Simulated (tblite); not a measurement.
A tight-binding relaxation on `[GeH3][O]C1CCC=CCC1`.

Computed with GFN2-xTB geometry optimisation, gas phase (tblite 0.8.0). Start geometry: from a force field or distance geometry. The input is one job of a driver script: a line of settings, then coordinates in Å.

Command:
```bash
OMP_NUM_THREADS=1 python probes_run.py task.json out
```

Input:
```
{"job": {"kind": "relax", "xc": "GFN2-xTB", "basis": "xTB"}, "charge": 0, "multiplicity": 1}
Ge     3.384000    -0.032100    -0.140400
O      1.939600    -0.090200     0.952200
C      0.765000     0.142300     0.237800
C      0.146600    -1.200800    -0.199100
C     -1.050700    -1.063700    -1.134000
C     -2.325400    -0.747600    -0.402700
C     -2.499500     0.382000     0.302000
C     -1.445400     1.455400     0.435100
C     -0.188300     0.938600     1.151500
H      3.183400    -1.001300    -1.328800
H      3.546500     1.413400    -0.676600
H      4.642700    -0.438000     0.650700
H      0.929900     0.774700    -0.661700
H      0.932000    -1.792200    -0.727000
H     -0.142300    -1.793600     0.707800
H     -0.855200    -0.286200    -1.901500
H     -1.193000    -2.023100    -1.671500
H     -3.134100    -1.472200    -0.443500
H     -3.452100     0.532600     0.813800
H     -1.877700     2.285800     1.032600
H     -1.203700     1.867400    -0.566800
H      0.360700     1.832500     1.526900
H     -0.467700     0.343500     2.053200
```

Output:
```
step      E/eV     max force
  0    -764.93297    1.441
  1    -765.04249    0.876
  2    -765.09785    0.582
  3    -765.12185    0.359
  4    -765.13571    0.219
  5    -765.14055    0.240
  6    -765.14691    0.217
  7    -765.15191    0.194
  8    -765.15777    0.185
  9    -765.16263    0.144
... (128 lines left out)
138    -765.24528    0.025
139    -765.24542    0.020
140    -765.24554    0.021
141    -765.24564    0.025
142    -765.24572    0.020
143    -765.24579    0.018
144    -765.24584    0.013
145    -765.24589    0.011
146    -765.24592    0.012
147    -765.24594    0.009
```

«max force» is the largest atomic force in eV/Å.

**Question.** From which step on does the largest force stay under 0.1 eV/Å, and how much energy is left to gain from there?

**Answer.** From step 114 (0.051 eV/Å), 11.7 meV above the end.

In short: energy lowered by 7.2 kcal/mol over 147 steps; largest atomic force 0.009 eV/Å at the end.

**Question.** Estimate the wall time. Hardware: Arm Neoverse N1, one thread, no GPU, shared host with 64 logical CPUs at a one-minute load of 61.

**Answer.** About 2.3 s.
Labels such as C1 count atoms from 1, the log's own numbers from 0.
